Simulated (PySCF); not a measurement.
Molecule: SMILES O(C)CCC(=O)O. Atoms near the plane z = 0.0 Å, at the GFN2-xTB optimised geometry (x, y, z in Å): C1 (2.3, 0.7, 0.9), O2 (1.6, 1.1, -0.2), C3 (0.2, 1.1, 0.0), C4 (-0.4, -0.4, 0.0), C5 (-1.9, -0.4, 0.0), O6 (-2.6, 0.6, 0.0), O7 (-2.4, -1.6, 0.0), H9 (2.2, -0.4, 1.1), H10 (3.4, 0.9, 0.6), H11 (-0.3, 1.6, -0.8), H12 (-0.1, 1.5, 1.0), H13 (-0.1, -0.9, 0.9), H14 (-0.1, -0.9, -0.9), H15 (-3.4, -1.6, 0.0).

Computed with PBE0/def2-TZVP (PySCF). Cells within 0.4 Å of a nucleus heavier than hydrogen are left out (blank, or x). The values are rescaled to run from 0 to 1.

```
|0000000000000000000000000000000|
|0000000000000000000000000000000|
|0000000000000000000000000000000|
|0000000000000000000000000000000|
|0000000000000000000000000000000|
|0000000000000000000000000000000|
|0000000000000011000000000000000|
|0000000000001222222222100000000|
|0000000111112344434443211000000|
|0000012333334566555665432210000|
|0000134555444677777876544321000|
|0001345776545688889998655532100|
|000235789875578xx89xx8766543100|
|0002468xx986678xx89998766543100|
|0012468xx9877788877887665542100|
|0002457899x888x8766666554432000|
|000234678xx98xx8764455543320000|
|0002346789x888x8754344432100000|
|0013467899877777654333321000000|
|00135799xx975666543222210000000|
|00135789xx865444432110000000000|
|0002457788764333221000000000000|
|0001245666643211100000000000000|
|0000123444432100000000000000000|
|0000001223211000000000000000000|
|0000000011000000000000000000000|
|0000000000000000000000000000000|
|0000000000000000000000000000000|
|0000000000000000000000000000000|
|0000000000000000000000000000000|
|0000000000000000000000000000000|
```
Scale: ten equal steps from 0.000 (start of '0') to 1.00 (end of '9'), in the order '0123456789'; x runs from -5.50 to 5.50, y from -5.50 (bottom) to 5.50 (top).

### Question
Which quantity is mapped?
(A) log10 of the electron density
(B) electrostatic potential
(C) an orbital amplitude
(D) Laplacian of the electron density

### Answer
A, log10 of the electron density. In full: log10 of the electron density (e/bohr³), floored at −4.
